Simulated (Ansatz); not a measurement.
Consider the formal exchange of groups at the Se–P bond: `C[Se]P` + `[AlH3]` → `C[Se][AlH2]` + PH₃.

Isolated molecules relaxed with PBE0-D4/def2-TZVP in Ansatz; ΔE leaves out vibrations. CCSD(T)/CBS is the MP2 limit (def2-TZVPP, def2-QZVPP) plus CCSD(T) − MP2 in def2-TZVPP, frozen cores. This one scheme is used for every species. DFT in def2-TZVPP. HSE06 is defined as in plane-wave codes. For Se outer-core shells are correlated without core-valence functions, which leaves a few kJ/mol of doubt a bond. Scalar relativity is left out up to krypton. Each species was taken in one conformer, which may not be the lowest.

```csv
level,ΔE (kJ/mol),difference from CCSD(T)/CBS
LDA (SPW92),-108.9,-1.1
PBE-D4,-102.9,4.9
r2SCAN-D4,-108.7,-0.9
B97M-V,-97.1,10.7
r2SCANh-D4,-108.9,-1.1
ωB97M-V,-105.6,2.2
B2PLYP,-106.7,1.1
PBE,-104.5,3.3
r2SCAN,-109.0,-1.2
HSE06,-106.5,1.3
CAM-B3LYP,-106.3,1.5
RPA@PBE/def2-TZVPP,-105.5,2.3
HF/def2-SVP,-113.9,-6.1
HF/def2-TZVPP,-107.8,0.0
CCSD(T)/def2-TZVPP,-110.0,-2.2
MP2/def2-QZVPP,-107.0,0.8
CCSD(T)/CBS,-107.8,0
```

Task: What do rigid-rotor, harmonic-oscillator terms from PBE0-D4/def2-TZVP frequencies (298.15 K, 1 bar) make of the CCSD(T)/CBS value? (An estimate is asked.)

Result: The calculation gave: ΔZPE = +4.5 kJ/mol, ΔH = -103.3 kJ/mol, ΔS = 3 J/(mol·K), ΔG = -104.3 kJ/mol.

Largest T1 diagnostic among the species: 0.013.

From BLYP to BHLYP (50 % exact exchange), in def2-TZVPP and without D4, ΔE moves by −4.6 kJ/mol. Leaving LDA and LC-ωPBE aside and taking each functional with its dispersion term where it has one, the values, not all of them listed here, spread over 12.1 kJ/mol, from r2SCAN0-D4 to B97M-V. LDA lies −4.3 kJ/mol from PBE without D4.
